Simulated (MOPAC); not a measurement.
Job for MOPAC: AM1 on GaGeH5 (SMILES [GaH2][GeH3]), a point of a bond scan (R = 1.233 Å).

```
AM1 1SCF PRECISE CHARGE=0 THREADS=1
GaGeH5

Ga    -1.23043577 1    -0.07769067 1    -0.29199579 1
Ge     1.15729770 1     0.07022597 1     0.27368514 1
H      1.81707202 1    -0.90025668 1    -0.10498787 1
H      1.78713141 1     1.32896781 1    -0.36154397 1
H      1.35929899 1     0.19976849 1     1.79857150 1
H     -2.21719620 1     1.04514781 1     0.20263148 1
H     -1.80126754 1    -1.26982717 1    -1.14605758 1
```

Output:

```
*******************************************************************************
 **                                                                           **
 **                              MOPAC v23.2.5                                **
 **                                                                           **
 *******************************************************************************
 ** MOPAC's Digital Object Identifier: https://doi.org/10.5281/zenodo.6511958 **
 **                                                                           **
 ** Please cite the open-source release paper for use of this MOPAC version:  **
 ** J. E. Moussa and J. J. P. Stewart (2026)                                  **
 ** MOPAC: An open-source semiempirical molecular orbital program             **
 ** J. Open Source Softw., 11(119), 8025, https://doi.org/10.21105/joss.08025 **
 *******************************************************************************

                              AM1 CALCULATION RESULTS

 *******************************************************************************
 *  AM1        - The AM1 Hamiltonian to be used
 *
 *
 *
 *                 CHARGE ON SYSTEM = 0
 *
 *
 *
 *  PRECISE    - TIGHTER CRITERIA TO BE USED
 *  1SCF       - DO 1 SCF AND THEN STOP
 *  THREADS=1  - MULTI-THREADING NOT USED
 *  T=         - A TIME OF 172800.0 SECONDS REQUESTED
 *  DUMP=N     - RESTART FILE WRITTEN EVERY 7200.0 SECONDS REQUESTED
 *******************************************************************************
AM1 1SCF PRECISE CHARGE=0 THREADS=1
 GaGeH5

   ATOM   CHEMICAL          X               Y               Z
  NUMBER   SYMBOL      (ANGSTROMS)     (ANGSTROMS)     (ANGSTROMS)

     1      Ga         -1.23043577  *  -0.07769067  *  -0.29199579  *
     2      Ge          1.15729770  *   0.07022597  *   0.27368514  *
     3       H          1.81707202  *  -0.90025668  *  -0.10498787  *
     4       H          1.78713141  *   1.32896781  *  -0.36154397  *
     5       H          1.35929899  *   0.19976849  *   1.79857150  *
     6       H         -2.21719620  *   1.04514781  *   0.20263148  *
     7       H         -1.80126754  *  -1.26982717  *  -1.14605758  *



          CARTESIAN COORDINATES

    NO.       ATOM           X           Y           Z

     1        Ga         -1.2304     -0.0777     -0.2920
     2        Ge          1.1573      0.0702      0.2737
     3         H          1.8171     -0.9003     -0.1050
     4         H          1.7871      1.3290     -0.3615
     5         H          1.3593      0.1998      1.7986
     6         H         -2.2172      1.0451      0.2026
     7         H         -1.8013     -1.2698     -1.1461

  H: (AM1): M.J.S. DEWAR ET AL, J. AM. CHEM. SOC. 107 3902-3909 (1985)
 Ga: (AM1): J. J. P. STEWART, J. MOL. MOD., 10, 155-164 (2004)
 Ge: (AM1): M.J.S.Dewar and C.Jie, Organometallics, 8, 1544, (1989)

           Empirical Formula: H5 Ga Ge  =     7 atoms



      MOLECULAR POINT GROUP   :   C1


      RHF CALCULATION, NO. OF DOUBLY OCCUPIED LEVELS = 6


 -------------------------------------------------------------------------------
 AM1 1SCF PRECISE CHARGE=0 THREADS=1
 GaGeH5



     1SCF WAS SPECIFIED, SO BFGS WAS NOT USED
     SCF FIELD WAS ACHIEVED


                              AM1 CALCULATION
                                                       MOPAC v23.2.5 Linux




          FINAL HEAT OF FORMATION =         69.95893 KCAL/MOL =     292.70817 KJ/MOL


          COSMO AREA              =        111.67 SQUARE ANGSTROMS
          COSMO VOLUME            =         98.91 CUBIC ANGSTROMS

          IONIZATION POTENTIAL    =          9.424140 EV
          HOMO LUMO ENERGIES (EV) =         -9.424 -1.672
          NO. OF FILLED LEVELS    =          6
          MOLECULAR WEIGHT        =        147.3645         POINT GROUP:  C1

          MOLECULAR DIMENSIONS (Angstroms)

            Atom       Atom       Distance
            H     7    H     5     4.56286
            H     6    H     3     4.03439
            H     5    H     4     2.32818


          SCF CALCULATIONS        =          1





   ATOM   CHEMICAL          X               Y               Z
  NUMBER   SYMBOL      (ANGSTROMS)     (ANGSTROMS)     (ANGSTROMS)

     1      Ga         -1.23043577  *  -0.07769067  *  -0.29199579  *
     2      Ge          1.15729770  *   0.07022597  *   0.27368514  *
     3       H          1.81707202  *  -0.90025668  *  -0.10498787  *
     4       H          1.78713141  *   1.32896781  *  -0.36154397  *
     5       H          1.35929899  *   0.19976849  *   1.79857150  *
     6       H         -2.21719620  *   1.04514781  *   0.20263148  *
     7       H         -1.80126754  *  -1.26982717  *  -1.14605758  *

                             CARTESIAN COORDINATES

   1   Ga       -1.230435770    -0.077690670    -0.291995790
   2   Ge        1.157297700     0.070225970     0.273685140
   3    H        1.817072020    -0.900256680    -0.104987870
   4    H        1.787131410     1.328967810    -0.361543970
   5    H        1.359298990     0.199768490     1.798571500
   6    H       -2.217196200     1.045147810     0.202631480
   7    H       -1.801267540    -1.269827170    -1.146057580


           Empirical Formula: H5 Ga Ge  =     7 atoms



      MOLECULAR POINT GROUP   :   C1


                  EIGENVALUES
 -15.70107 -13.95167 -12.42059 -11.43905 -11.24373  -9.42414  -1.67205  -0.99211
   0.31908   0.80195   1.11029   1.72810   3.60180


              NET ATOMIC CHARGES AND DIPOLE CONTRIBUTIONS

  ATOM NO.   TYPE          CHARGE      No. of ELECS.   s-Pop       p-Pop
    1         Ga           0.296283        2.7037     0.28751     2.41621
    2         Ge          -0.550585        4.5506     0.93780     3.61278
    3          H           0.066816        0.9332     0.93318
    4          H           0.112256        0.8877     0.88774
    5          H           0.112444        0.8876     0.88756
    6          H          -0.018882        1.0189     1.01888
    7          H          -0.018332        1.0183     1.01833
 DIPOLE           X         Y         Z       TOTAL
 POINT-CHG.    -2.171     0.256    -0.314     2.209
 HYBRID         0.672    -0.071     0.091     0.681
 SUM           -1.500     0.186    -0.223     1.527


          ATOMIC ORBITAL ELECTRON POPULATIONS

     Atom    s        px        py        pz
    1 Ga   0.28751   1.16874   0.87263   0.37484
    2 Ge   0.93780   1.31624   1.14443   1.15211
    3  H   0.93318
    4  H   0.88774
    5  H   0.88756
    6  H   1.01888
    7  H   1.01833

 **********************
 *                    *
 * JOB ENDED NORMALLY *
 *                    *
 **********************




 == MOPAC DONE ==
```

The run finished.

Cost: roughly 0.03 core-seconds.
